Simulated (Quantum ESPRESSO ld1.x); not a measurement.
Task: Rb, configuration [Kr] 5s1. All-electron calculation, scalar-relativistic Kohn-Sham, LDA (Slater exchange, VWN5 correlation), spin-unpolarised, spherical densities, point nucleus. Program: ld1.x of Quantum ESPRESSO 7.5. Some entries of the table are withheld. Estimate them.

orbital,occ.,eigenvalue (eV),<r> (bohr)
1s,2,-15010.1,0.04034
2s,2,-2005.48,(1)
2p,6,-1779.45,0.1552
3s,2,-297.002,0.5116
3p,6,-224.522,0.5195
3d,10,-104.217,0.5257
4s,2,-31.9758,1.453
4p,6,-16.0373,1.728
5s,1,-2.3614,5.119
5p,0,(2),7.374
4d,0,-0.0252,8.950

Result: 
(1) 2s <r> (bohr): 0.1781
(2) 5p eigenvalue (eV): -0.7841
